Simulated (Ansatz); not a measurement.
Computed with Ansatz on PBE0-D4/def2-TZVP structures; ΔE is electronic, products minus reactants. CCSD(T)/CBS adds triple-zeta CCSD(T) − MP2 to the extrapolated MP2 energy (def2 sets, frozen cores). Functionals use def2-TZVPP. B3LYP here is the variant with VWN-RPA as its local correlation; programs differ in this.

Consider the cleavage of the Si–B bond: `[SiH3]B1OCO1` + `CN[SiH3]` → `CN([SiH3])[SiH3]` + `B1OCO1`.

| level | ΔE (eV) |
| --- | --- |
| ωB97X-V | -0.70 |
| B3LYP | -0.64 |

Task: What does CCSD(T)/CBS give? (Estimate.)

Result: Ansatz gave: -0.75 eV. The listed levels differ from it by 0.05, 0.11 eV.

Largest T1 diagnostic among the species: 0.015.

The D4 term adds −0.08 eV with B3LYP and −0.04 eV with PBE0; it sums over pairs of atoms, weighted by their polarisabilities, and B3LYP, whose exchange is more repulsive, gets the larger term. From PBE to PBE0 (25 % exact exchange), in def2-TZVPP and without D4, ΔE moves by −0.07 eV.
